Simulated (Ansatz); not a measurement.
C₂H₇FSi₂, SMILES `CC1(F)[SiH2][SiH2]1`, relaxed with RKS PBE0-D4/def2-TZVP in Ansatz 0.2.0 from a PBE-D4/def2-SVP geometry. The force threshold is 0.005 eV/Å; the program also tests the step.

The species carries charge 0 and has multiplicity 1.

Start:

```xyz
12

C    -0.156    1.508    0.497
C     0.541    0.217    0.119
F     1.925    0.328    0.276
Si   -0.072   -0.735   -1.469
Si   -0.255   -1.469    0.693
H    -1.255    1.422    0.373
H     0.048    1.767    1.558
H     0.196    2.345   -0.142
H     1.009   -1.349   -2.306
H    -1.191   -0.117   -2.259
H    -1.509   -1.401    1.518
H     0.720   -2.516    1.141
```

```tsv
step	energy (eV)	largest force (eV/Å)	largest move (Å)
1	-20649.3393	0.522	0.000
2	-20649.3787	0.153	0.032
3	-20649.3834	0.032	0.017
4	-20649.3836	0.035	0.009
5	-20649.3841	0.044	0.021
6 (rejected)	-20649.3552	1.165	0.043
7	-20649.3845	0.013	0.018
8	-20649.3845	0.011	0.002
9	-20649.3845	0.010	0.011
10	-20649.3845	0.004	0.003
```

End:

```xyz
12

C    -0.165    1.473    0.486
C     0.554    0.203    0.116
F     1.925    0.348    0.281
Si   -0.073   -0.718   -1.451
Si   -0.254   -1.444    0.690
H    -1.245    1.358    0.355
H     0.019    1.734    1.532
H     0.162    2.303   -0.147
H     0.976   -1.362   -2.276
H    -1.134   -0.049   -2.243
H    -1.455   -1.337    1.554
H     0.690   -2.509    1.104
```

Run time 23 s (4 threads of an Intel Xeon 6975P-C on a shared host); peak host memory 0.62 GiB.
